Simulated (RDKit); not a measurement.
Input file for RDKit: MMFF94 on H4S2 (a complex), monomers drawn apart or pushed together.

```python
from rdkit import Chem
from rdkit.Chem import AllChem, rdDetermineBonds

blocks = [
'''3

S    -0.53155275   -0.17018157   -0.04665556
H     0.13573610    0.98160321   -0.22418310
H     0.51172388   -0.91038140   -0.45542563
''',
'''3

S     1.49813350   -0.52617550    4.65668110
H     0.84432137   -0.43445453    3.48205533
H     0.41759275   -1.00400111    5.29383269
''',
]
mol = None
for b in blocks:
    f = Chem.MolFromXYZBlock(b)
    rdDetermineBonds.DetermineBonds(f, charge=0)
    mol = f if mol is None else Chem.CombineMols(mol, f)
Chem.SanitizeMol(mol)
print(Chem.MolToSmiles(Chem.RemoveHs(mol)))
ff = AllChem.MMFFGetMoleculeForceField(mol, AllChem.MMFFGetMoleculeProperties(mol), nonBondedThresh=100.0, ignoreInterfragInteractions=False)
e = ff.CalcEnergy()
print(f'MMFF94 energy {e:.6f} kcal/mol')
```

Output:

```
S.S
MMFF94 energy -0.455152 kcal/mol
```

The run finished.

Cost: roughly 0.04 core-seconds.
